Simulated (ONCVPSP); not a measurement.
Pseudopotential generation for Ag: ONCV, LDA (Perdew-Wang 92), scalar-relativistic.

| Item | Value |
| --- | --- |
| Element | silver (Ag) |
| Generator | ONCVPSP 4.0.1 |
| Type | optimised norm-conserving Vanderbilt (ONCV) |
| Functional | LDA (Perdew-Wang 92) |
| Relativity | scalar-relativistic |
| Frozen core | [Ar] 3d10 |
| Valence charge | 19 |
| Reference configuration | 4s2 4p6 4d10 5s1 |
| Partial waves | 4s+5s: rc 1.35 bohr, ncon 5, nbas 8, qcut 7.2 1/bohr, 3 projectors, debl 3.2 Ha; 4p: rc 0.95 bohr, ncon 5, nbas 9, qcut 9.4 1/bohr, 2 projectors, debl 0.7 Ha; 4d: rc 1.80 bohr, ncon 3, nbas 8, qcut 9.1 1/bohr, 1 projector |
| Local potential | polynomial inside 0.75 bohr (lpopt 5, dvloc0 0 Ha) |
| Core correction | Teter function fitted to the true core (icmod 2), fcfact 0.35 |

In the p channel the program set the typed energies aside and used -2.156, 0.250 Ha.

All-electron outer shells of the reference configuration (LDA (PZ), scalar-relativistic, ld1.x):

| shell | level (eV) | outermost node (bohr) | outermost maximum (bohr) |
| --- | --- | --- | --- |
| 3d | -358.91 | – | 0.27 |
| 4s | -95.08 | 0.44 | 0.82 |
| 4p | -58.67 | 0.44 | 0.87 |
| 4d | -7.66 | 0.43 | 1.04 |
| 5s | -4.72 | 1.11 | 2.49 |

Calculated quality:

- Cutoffs needed: 69 Ha and 129 Ha (the cutoffs (Ha) at which the residual kinetic energy of the hardest occupied pseudo-wave falls to 1 and 0.1 mHa per electron)
- Ghost test: no bound ghost flagged; GHOST(+) flagged for s at 338.5 eV, p at 357.3 eV
- Largest excitation error: -4.7 meV (all-electron minus pseudo) for 4s2 4p6 4d9 5s0, out of 4 test configurations
- rms error of d²Exc/dni dnj: 3.38 mHa without and 0.51 mHa with the model core

Generation and tests took about 3.6 s on one core of a shared server CPU.
